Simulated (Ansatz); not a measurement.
`F[SiH]([SeH])O[SiH3]` + CH₄ → `C[SiH](F)[SeH]` + `O[SiH3]` at 600 K and 1 bar (formal exchange of groups at the Si–O bond).

Program: Ansatz. Geometries: PBE0-D4/def2-TZVP. ΔE: electronic, gas phase. CBS: MP2 limit from def2 TZ/QZ plus the TZ coupled-cluster correction, frozen cores. This one scheme is used for every species. For Se outer-core shells are correlated without core-valence functions, which leaves a few kJ/mol of doubt a bond. Scalar relativity is left out up to krypton. One conformer a species, not always the lowest.

```json
{"species": "`F[SiH]([SeH])O[SiH3]`", "CCSD(T)/CBS energy (Eh)": "-3157.02257", "H − E (kJ/mol)": "202.8", "S (J/(mol·K))": "507.4"}
{"species": "CH₄", "CCSD(T)/CBS energy (Eh)": "-40.46206", "H − E (kJ/mol)": "140.4", "S (J/(mol·K))": "215.7"}
{"species": "`C[SiH](F)[SeH]`", "CCSD(T)/CBS energy (Eh)": "-2830.74610", "H − E (kJ/mol)": "206.3", "S (J/(mol·K))": "427.1"}
{"species": "`O[SiH3]`", "CCSD(T)/CBS energy (Eh)": "-366.69042", "H − E (kJ/mol)": "135.7", "S (J/(mol·K))": "307.9"}
```

H − E and S are ideal-gas, rigid-rotor, harmonic terms from PBE0-D4/def2-TZVP, for one conformer and one mirror image of each species. 1 Eh = 2625.50 kJ/mol, R = 8.31446 J/(mol·K).

By hand: ΔE, ΔH, ΔS and ΔG.

ΔE = (-2830.74610) + (-366.69042) − (-3157.02257) − (-40.46206) = 0.04811 Eh = 126.3 kJ/mol. Δ(H − E) = 206.3 + 135.7 − 202.8 − 140.4 = -1.2, so ΔH = 125.1 kJ/mol. ΔS = 427.1 + 307.9 − 507.4 − 215.7 = 11.9 J/(mol·K). ΔG = 125.1 − 600 × (11.9)/1000 = 118.0 kJ/mol.

By hand: the equilibrium constant, and the temperature at which ΔG would vanish if ΔH and ΔS stayed fixed.

log₁₀ K = −ΔG/(RT ln 10) = -10.3. ΔG = 0 at ΔH/ΔS = 10513 K, far beyond where these terms or the molecules hold.

The number of gas molecules stays the same, so ΔS is small and ΔH decides. A doubt of 5 kJ/mol in ΔE shifts log₁₀ K by 0.4 here. Other conformers and mirror images would add mixing entropy, several J/(mol·K) or more a flexible species. Modes under 60 cm⁻¹, often nearly free rotors, make the harmonic entropy too high. These are equilibria of isolated gas molecules and say nothing of rates. Largest T1 diagnostic: 0.011 (customary marks: 0.02 for closed shells, 0.045 for open ones).
